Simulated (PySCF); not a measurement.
This PySCF input asks for the NMR shieldings of `InChI=1S/C6H7N/c7-4-6-2-1-5(6)3-6/h5H,1-3H2/t5-,6+/m1/s1`; the geometry comes from GFN2-xTB.

```python
import basis_set_exchange as bse
import numpy as np
from pyscf import gto, dft
from pyscf.prop import nmr

atoms = """
N     2.967060    1.256729   -0.335304
C     1.951514    0.777659   -0.101319
C     0.700379    0.203512    0.183608
C    -0.527591    0.974630    0.675751
C    -1.422101    0.094295   -0.220766
C    -0.192753   -0.669696   -0.691790
C     0.517030   -1.264767    0.474552
H    -0.704221    0.905907    1.748756
H    -0.518325    2.021283    0.380764
H    -1.908912    0.654431   -1.015412
H    -2.166592   -0.509554    0.297664
H    -0.020113   -0.995502   -1.704250
H    -0.038488   -1.547648    1.357302
H     1.362435   -1.901751    0.257911
"""
names = dict.fromkeys(["N", "C", "H"], "pcSseg-1")
basis = {el: gto.basis.parse(bse.get_basis(n, elements=[el], fmt="nwchem")) for el, n in names.items()}
mol = gto.M(atom=atoms, basis=basis, charge=0, verbose=0)
mf = dft.RKS(mol, xc="PBE0")
mf.grids.level = 2
mf.grids.alignment = dft.numint.BLKSIZE   # the property module wants whole blocks of grid points
mf.conv_tol = 1e-9
mf.kernel()

calc = nmr.RKS(mf)   # GIAO
C = mf.mo_coeff
Co = C[:, mf.mo_occ > 0]
resp = mf.gen_response(singlet=True, hermi=2)
def vind(x):   # induced exchange potential for any number of trial vectors
    d = np.einsum("pi,xij,qj->xpq", C, 2 * x.reshape(-1, C.shape[1], Co.shape[1]), Co, optimize=True)
    return np.einsum("xpq,pi,qj->xij", resp(d - d.transpose(0, 2, 1)), C, Co, optimize=True).ravel()
mo1, _ = nmr.rhf.solve_mo1(calc, with_cphf=vind)
sigma = calc.kernel(mo1)
for i, s in enumerate(sigma):   # ppm
    print("%2d %-2s %9.2f" % (i, mol.atom_pure_symbol(i), np.trace(s) / 3))
```

Question: What are the results?

Answer: 
```
 0 N     -32.19
 1 C      61.63
 2 C     178.83
 3 C     159.07
 4 C     163.92
 5 C     159.36
 6 C     160.62
 7 H      29.98
 8 H      29.40
 9 H      29.52
10 H      30.41
11 H      29.55
12 H      30.85
13 H      30.40
```

These numbers come from an equivalent density-fitted implementation of the same equations, which agrees with the script to about 0.01 ppm for H and up to a few tenths of a ppm for heavy atoms, so last digits may differ.

Size and cost of the density-fitted run: 154 basis functions, 17 s wall time on 1 thread of an Arm Neoverse V1, shared host.
